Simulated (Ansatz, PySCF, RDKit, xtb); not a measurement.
Dimer: SiH4 (SMILES [SiH4]) (first 5 atoms) with CH2O2 (SMILES O=CO); geometry from B3LYP-D3(BJ)/def2-TZVP, rigid monomers moved along the line of their centres of mass till H4···H10 is 2.67 Å.
(charge 0, multiplicity 1):
```xyz
10

Si     0.107    -0.319     0.642
H     -0.275    -0.531    -0.774
H      0.686    -1.559     1.192
H     -1.143     0.010     1.380
H      1.045     0.815     0.741
O      0.893     0.292     4.477
C      0.019     0.577     5.249
O     -1.275     0.718     4.936
H      0.168     0.760     6.321
H     -1.374     0.549     3.981
```

Monomers are frozen at their geometry in the pair; levels with a basis set take the counterpoise correction. Rows marked so take none. RDKit's UFF carries no charges.

Cores are frozen in the correlated methods. Rows in 3-21G, 6-31G* carry no dispersion term and start afresh at each structure (6-31G* with six Cartesian d functions).

Programs: Ansatz (an electronic-structure program); PySCF for 3-21G rows, 6-31G* rows, the dispersion terms; RDKit for the force fields; xtb for the GFN methods. 

| level | interaction energy (kJ/mol) |
|---|---|
| UFF | -3.3 |
| GFN2-xTB | -5.4 |
| PBE-D4/def2-TZVPPD | -6.7 |
| BP86/6-31G* (no counterpoise) | -5.7 |
| r2SCAN-D3(BJ)/def2-TZVPPD | -6.3 |
| B3LYP/3-21G (no counterpoise) | [?] |
| B3LYP-D3(BJ)/def2-TZVPPD | -6.4 |
| PBE0-D4/def2-TZVPPD | -6.4 |
| MP2/aug-cc-pV(D+d)Z | -5.6 |

**Question.** What belongs in the gaps?

**Answer.** 
- B3LYP/3-21G (no counterpoise), interaction energy (kJ/mol): -13.0
